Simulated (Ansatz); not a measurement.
Reaction (ligand exchange at the In–S bond): `[SiH3][SiH2][S][InH2]` + `C[NH][GeH3]` → `C[N]([GeH3])[InH2]` + `[SiH3][SiH2]S`

Computed with Ansatz on PBE0-D4/def2-TZVP structures; ΔE is electronic, products minus reactants. CCSD(T)/CBS is the MP2 limit (def2-TZVPP, def2-QZVPP) plus CCSD(T) − MP2 in def2-TZVPP, frozen cores. Functionals use def2-TZVPP. B3LYP here is the variant with VWN-RPA as its local correlation; programs differ in this. HSE06 is defined as in plane-wave codes. Elements past krypton have def2 core potentials. For Ge, In outer-core shells are correlated without core-valence functions, which leaves a few kJ/mol of doubt a bond. Scalar relativity is left out up to krypton. Each species was taken in one conformer, which may not be the lowest.

`[SiH3][SiH2][S][InH2]`:

```xyz
11

Si    1.026   -0.640   -1.425
Si    0.255   -1.139    0.725
S     0.391    0.612    1.941
In   -1.387    1.910    0.985
H     0.861   -1.770   -2.381
H     2.463   -0.260   -1.368
H     0.257    0.530   -1.940
H    -1.141   -1.655    0.664
H     1.105   -2.185    1.355
H    -2.305    1.127   -0.228
H    -1.526    3.469    1.671
```

`C[NH][GeH3]`:

Z-matrix (Å, degrees):
```
C
N 1 1.450
H 1 1.100 2 114.8
H 1 1.094 2 110.2 3 121.9
H 1 1.094 2 109.5 3 -120.8
Ge 2 1.838 1 118.0 3 67.0
H 2 1.010 1 111.6 3 -66.0
H 6 1.549 2 113.3 1 -56.3
H 6 1.536 2 107.2 1 -177.3
H 6 1.537 2 107.0 1 63.0
```

`C[N]([GeH3])[InH2]`:

Cartesian coordinates in Å:
```
C 0.303 0.835 -1.212
N -0.026 -0.068 -0.123
Ge 0.247 0.618 1.556
In -0.733 -1.937 -0.480
H 1.361 1.136 -1.197
H 0.119 0.368 -2.185
H -0.293 1.758 -1.182
H -0.149 -0.464 2.574
H -0.609 1.889 1.762
H 1.731 1.012 1.739
H -0.874 -2.268 -2.156
H -1.075 -2.880 0.904
```

`[SiH3][SiH2]S`:

```xyz
9

Si   -0.200   -1.044    1.129
Si    0.391    0.687   -0.327
S    -0.872    0.480   -2.046
H    -1.634   -0.928    1.504
H     0.632   -0.963    2.359
H     0.027   -2.359    0.475
H     0.189    2.011    0.322
H     1.825    0.584   -0.710
H    -0.359    1.532   -2.707
```

```csv
level,ΔE (kcal/mol),difference from CCSD(T)/CBS
LDA (SPW92),18.3,0.2
PBE-D4,19.5,1.4
revPBE-D4,19.3,1.2
BLYP-D4,18.1,0.0
r2SCAN-D4,19.8,1.7
B97M-V,20.1,2.0
PBE0-D4,21.0,2.9
B3LYP-D4,19.5,1.4
r2SCANh-D4,20.4,2.3
r2SCAN0-D4,21.1,3.0
HSE06-D4,21.1,3.0
BHLYP-D4,21.2,3.1
CAM-B3LYP-D4,18.9,0.8
ωB97X-V,19.2,1.1
ωB97M-V,19.7,1.6
B2PLYP,18.4,0.3
PBE-QIDH,20.1,2.0
PBE,19.4,1.3
revPBE,19.6,1.5
BLYP,18.0,-0.1
r2SCAN,19.8,1.7
PBE0,20.9,2.8
B3LYP,19.3,1.2
r2SCANh,20.3,2.2
HSE06,20.9,2.8
BHLYP,20.7,2.6
CAM-B3LYP,18.7,0.6
LC-ωPBE,19.6,1.5
RPA@PBE/def2-TZVPP,15.9,-2.2
HF/def2-SVP,22.3,4.2
MP2/def2-SVP,17.2,-0.9
CCSD/def2-SVP,17.6,-0.5
CCSD(T)/def2-SVP,17.0,-1.1
MP2/def2-TZVPP,17.6,-0.5
SCS-MP2/def2-TZVPP,17.4,-0.7
HF/def2-QZVPP,22.3,4.2
MP2/def2-QZVPP,17.9,-0.2
HF/CBS(def2),22.2,4.1
MP2/CBS(def2),18.3,0.2
CCSD/CBS(def2),18.6,0.5
CCSD(T)/CBS,18.1,0
```

What do rigid-rotor, harmonic-oscillator terms from PBE0-D4/def2-TZVP frequencies (298.15 K, 1 bar) make of the CCSD(T)/CBS value? (Best estimate.)

Computed: ΔZPE = -2.4 kcal/mol, ΔH = +15.8 kcal/mol, ΔS = 1 J/(mol·K), ΔG = +15.7 kcal/mol. Modes under 50 cm⁻¹ make the entropy rough.

Largest T1 diagnostic among the species: 0.015.

From PBE to PBE0 (25 % exact exchange), in def2-TZVPP and without D4, ΔE moves by +1.5 kcal/mol. Leaving LDA and LC-ωPBE aside and taking each functional with its dispersion term where it has one, the values spread over 3.1 kcal/mol, from BLYP-D4 to BHLYP-D4. LDA lies −1.1 kcal/mol from PBE without D4.

CCSD(T)/CBS has its own doubt, a few kJ/mol and more with outer-core shells, so smaller differences from it don't rank the levels.
